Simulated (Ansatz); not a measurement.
Relaxation of CH5FO2Zn (10 atoms, charge 0, multiplicity 1), to a largest force component of 0.03 eV/Å in at most 50 steps.

The calculation used Ansatz, RKS B3LYP-D4/def2-SVP.

```xyz
10
Properties=species:S:1:pos:R:3
Zn -1.771 0.619 0.583
O 1.347 0.062 0.471
C 1.554 -0.520 -0.801
O -2.807 -0.641 1.270
H 1.135 0.996 0.321
F -0.784 1.864 -0.215
H 2.488 -0.164 -1.285
H 0.715 -0.320 -1.499
H 1.640 -1.610 -0.668
H -3.519 -0.287 1.822
```

Task: Where does it end, and by what steps?

Result: It converged. After 12 steps the energy has fallen by 0.471 eV; O2 moved furthest, 0.65 Å. Joined: Zn1–O2.

```tsv
step	energy less start (eV)	largest force component (eV/Å)	accepted
0	0.0000	0.514	yes
1	-0.1464	0.416	yes
2	-0.2907	0.698	yes
3	-0.3638	1.277	yes
4	-0.4168	0.631	yes
5	-0.4262	0.331	yes
6	-0.4547	0.345	yes
7	-0.4619	0.214	yes
8	-0.4667	0.136	yes
9	-0.4681	0.151	yes
10	-0.4705	0.054	yes
11	-0.4708	0.034	yes
12	-0.4709	0.011	yes
```

```xyz
10
Properties=species:S:1:pos:R:3
Zn -1.260 0.645 0.720
O 0.787 0.276 0.230
C 1.334 -0.597 -0.749
O -2.232 -0.765 1.238
H 0.802 1.214 -0.058
F -0.720 2.286 0.175
H 2.420 -0.437 -0.856
H 0.854 -0.466 -1.735
H 1.163 -1.627 -0.409
H -3.146 -0.528 1.445
```

Whether the end is a true minimum wasn't checked by a vibrational analysis.

The run took 47 s on 2 threads of Arm Neoverse V1, with other jobs on the host, peak memory 0.26 GiB.
